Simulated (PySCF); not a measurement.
## [HfI2]+: one run

[HfI2]+ (doublet). PySCF 2.14.0, UKS PBE0, Hf def2-SVP with ECP60, I def2-SVP with ECP28; non-relativistic Hamiltonian with scalar-relativistic core potentials where named; density fitting; no spin-orbit coupling. Purpose: one electron added, vertical, doublet.

```python
mol = gto.M(atom='''
Hf     0.00000    -0.00000    -0.93859
I      2.03716    -0.00000     0.60402
I     -2.03716     0.00000     0.60402''',
    basis={'Hf': 'def2-SVP', 'I': 'def2-SVP'},
    ecp={'Hf': 'def2-SVP', 'I': 'def2-SVP'},
    charge=1, spin=1)
mf = dft.UKS(mol, xc='PBE0')
mf.grids.atom_grid = (50, 194)
mf = mf.density_fit()  # fitting sets: Hf def2-universal-JKFIT, I def2-universal-JKFIT
mf.conv_tol = 1e-08; mf.max_cycle = 55
mf.kernel(dm0)  # dm0: converged density of the relaxed state
```

Run from Python with OMP_NUM_THREADS=2; the lines above give its settings. Where DIIS fails, smearing, a level shift and second-order steps follow.
It took 6.2 s on 2 threads of Intel(R) Xeon(R) Processor @ 2.50GHz (Skylake/Cascade Lake), with other jobs on the host, from an already converged density.

(1) Where do the frontier levels lie, over both spins?

(2) What are the Mulliken charges and spins?

(3) How does its energy compare with the relaxed singlet of charge +2 in vacuum?

Open shells may have lower solutions than the one found.

Results:

(1) HOMO -11.08 eV, LUMO -7.88 eV. 

(2) 
```csv
atom,charge (e),spin (e)
Hf1,0.853,1.124
I2,0.074,-0.062
I3,0.074,-0.062
```

(3) It lies 12.716 eV lower.
